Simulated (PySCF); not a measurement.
Breaking a bond: HBr, singlet.

Methods: UKS-PBE = unrestricted PBE/def2-TZVP (PySCF); RHF/def2-TZVP (PySCF); RKS-TPSSh = restricted TPSSh/def2-TZVP run with PySCF.

Magnitude of the dipole moment (D; its direction can reverse along the curve, and a method can change to another solution) and Mulliken charge of the fragment that holds Br1:

```csv
R / Å,μ UKS-PBE,q UKS-PBE,μ RHF,q RHF,μ RKS-TPSSh,q RKS-TPSSh
1.14,0.80,-0.16,0.88,-0.14,0.81,-0.17
1.20,0.81,-0.17,0.90,-0.16,0.83,-0.18
1.29,0.85,-0.19,0.94,-0.18,0.87,-0.19
1.32,0.86,-0.20,0.96,-0.19,0.88,-0.20
1.37,0.89,-0.20,0.99,-0.20,0.90,-0.20
1.42,0.91,-0.20,1.01,-0.21,0.93,-0.21
1.45,0.92,-0.21,1.03,-0.21,0.94,-0.21
1.51,0.95,-0.21,1.07,-0.22,0.97,-0.21
1.57,0.98,-0.21,1.10,-0.22,1.00,-0.21
1.66,1.03,-0.21,1.16,-0.23,1.05,-0.21
1.77,1.08,-0.21,1.24,-0.23,1.10,-0.21
1.94,1.17,-0.20,1.36,-0.22,1.19,-0.20
2.15,1.28,-0.18,1.51,-0.22,1.31,-0.19
2.34,1.38,-0.17,1.67,-0.21,1.41,-0.18
2.53,1.49,-0.16,1.83,-0.20,1.50,-0.16
2.85,1.38,-0.12,2.12,-0.19,1.67,-0.15
3.12,1.16,-0.09,2.37,-0.18,1.81,-0.14
3.45,0.89,-0.06,2.70,-0.18,2.00,-0.13
3.87,0.59,-0.03,3.12,-0.18,2.23,-0.13
4.25,0.38,-0.02,3.50,-0.18,2.44,-0.12
4.98,0.12,0.00,4.18,-0.18,2.81,-0.12
5.67,0.02,0.00,4.75,-0.18,3.13,-0.12
```

The unrestricted determinant behind UKS-PBE is spin-contaminated at 2.53 to 5.67 Å (<S²> up to 1.0, against 0.00 for a pure singlet). The restricted form behind RHF, RKS-TPSSh keeps the bonding electrons paired and can't separate into open-shell fragments. At the longest distance RKS-TPSSh leaves fractional charges on the fragments, a sign of delocalisation error or of the restricted form.
